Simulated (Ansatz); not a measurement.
Geometry optimisation of Ga₂Se₄⁻.

```yaml
crystal:
  periodic: [false, false, false]
  atoms:
    - {symbol: Ga, position_ang: [-1.077030, -2.431600, -0.788960]}
    - {symbol: Ga, position_ang: [-0.246190, 1.128260, 0.593960]}
    - {symbol: Se, position_ang: [1.955870, -0.011530, 0.054290]}
    - {symbol: Se, position_ang: [1.576680, -1.650450, -1.505510]}
    - {symbol: Se, position_ang: [-0.039360, 3.134130, 1.603690]}
    - {symbol: Se, position_ang: [-2.169980, -0.168810, 0.042540]}
basis:
  gaussian: {orbitals: def2-SVPD}
total_charge: -1
magnetization: {spin_polarized: true, initial_magnetization: 1}
hamiltonian: {xc: pbe, dispersion: d4}
scf: {lower_state_search: "off"}
output: {orbitals: {seedname: orbitals}}
relax: {f_tol: 0.02, max_steps: 100}
```

```sh
$ ansatz run in.yaml --threads 4 --pin off --events-out ev --progress --plain --max-ram 4787MiB
```

It prints (some lines left out):

```
Functional definition: PBE
mean field -366062.60903145 eV, -13452.5527557577 hartree, gradient 7.9e-6 eV, S^2 0.752547; 0 other end points of the search recorded, 0 dependent functions left out
relax step   1: F+E_penalty+E_count = -366063.06044664 eV  Δ(F+E_penalty+E_count) = +0.000e0 eV  max|allowed force component| = 6.223e-1 eV/Å  Δτ_max = 0.0000 Å  (23 SCF iters, accepted)
mean field -366062.79680392 eV, -13452.5596562686 hartree, gradient 1.1e-6 eV, S^2 0.752771; 0 other end points of the search recorded, 0 dependent functions left out
relax step   2: F+E_penalty+E_count = -366063.24921854 eV  Δ(F+E_penalty+E_count) = -1.888e-1 eV  max|allowed force component| = 3.771e-1 eV/Å  Δτ_max = 0.1940 Å  (32 SCF iters, accepted)
mean field -366062.84931891 eV, -13452.5615861587 hartree, gradient 2.1e-6 eV, S^2 0.753427; 0 other end points of the search recorded, 0 dependent functions left out
relax step   3: F+E_penalty+E_count = -366063.30791214 eV  Δ(F+E_penalty+E_count) = -5.869e-2 eV  max|allowed force component| = 4.202e-1 eV/Å  Δτ_max = 0.1640 Å  (36 SCF iters, accepted)
mean field -366062.89143980 eV, -13452.5631340732 hartree, gradient 1.9e-6 eV, S^2 0.753472; 0 other end points of the search recorded, 0 dependent functions left out
relax step   4: F+E_penalty+E_count = -366063.34506190 eV  Δ(F+E_penalty+E_count) = -3.715e-2 eV  max|allowed force component| = 1.630e-1 eV/Å  Δτ_max = 0.0729 Å  (32 SCF iters, accepted)
mean field -366062.90319515 eV, -13452.5635660740 hartree, gradient 1.5e-6 eV, S^2 0.753572; 0 other end points of the search recorded, 0 dependent functions left out
relax step   5: F+E_penalty+E_count = -366063.35724532 eV  Δ(F+E_penalty+E_count) = -1.218e-2 eV  max|allowed force component| = 1.279e-1 eV/Å  Δτ_max = 0.0562 Å  (32 SCF iters, accepted)
mean field -366062.91966465 eV, -13452.5641713171 hartree, gradient 8.4e-6 eV, S^2 0.753776; 0 other end points of the search recorded, 0 dependent functions left out
relax step   6: F+E_penalty+E_count = -366063.37054032 eV  Δ(F+E_penalty+E_count) = -1.330e-2 eV  max|allowed force component| = 1.117e-1 eV/Å  Δτ_max = 0.1371 Å  (30 SCF iters, accepted)
mean field -366062.92384625 eV, -13452.5643249882 hartree, gradient 1.9e-6 eV, S^2 0.754023; 0 other end points of the search recorded, 0 dependent functions left out
relax step   7: F+E_penalty+E_count = -366063.37552061 eV  Δ(F+E_penalty+E_count) = -4.980e-3 eV  max|allowed force component| = 1.125e-1 eV/Å  Δτ_max = 0.1381 Å  (31 SCF iters, accepted)
mean field -366062.92281312 eV, -13452.5642870214 hartree, gradient 2.7e-6 eV, S^2 0.754100; 0 other end points of the search recorded, 0 dependent functions left out
relax step   8: F+E_penalty+E_count = -366063.37531778 eV  Δ(F+E_penalty+E_count) = +2.028e-4 eV  max|allowed force component| = 1.301e-1 eV/Å  Δτ_max = 0.0405 Å  (26 SCF iters, rejected (line search))
mean field -366062.92600974 eV, -13452.5644044948 hartree, gradient 1.9e-6 eV, S^2 0.754066; 0 other end points of the search recorded, 0 dependent functions left out
relax step   9: F+E_penalty+E_count = -366063.37782378 eV  Δ(F+E_penalty+E_count) = -2.303e-3 eV  max|allowed force component| = 1.358e-2 eV/Å  Δτ_max = 0.0196 Å  (27 SCF iters, accepted)
Total energy: -366063.37787185 eV, -13452.5810101212 hartree
Atom 0 at    -1.003468    -2.134542    -0.938638 Å, force     0.013580    -0.002435    -0.007092 eV/Å
Atom 1 at    -0.114313     1.082228     0.561775 Å, force     0.002094     0.012883     0.004905 eV/Å
Atom 2 at     1.978637     0.080703    -0.021326 Å, force     0.004853     0.005312     0.004759 eV/Å
Atom 3 at     1.370713    -1.858119    -1.317902 Å, force    -0.012143    -0.010430    -0.003276 eV/Å
Atom 4 at    -0.178721     3.090434     1.602803 Å, force    -0.003101    -0.010724    -0.006015 eV/Å
Atom 5 at    -2.052858    -0.260704     0.113297 Å, force    -0.005284     0.005393     0.006720 eV/Å
Dipole moment:    -0.012516    -0.805124    -0.420913 e Å
Checks for a lower state left out: stability, starts, cluster_reference, orbital_swaps, neighbouring_geometries, increment
```

It took 34 s on 4 threads of Intel Xeon 6975P-C on a shared host, peak host memory 0.7 GiB.

Another isomer (doublet) lies 0.91 eV lower at PBE0-D4/def2-SVP; other spin states weren't run for this one.
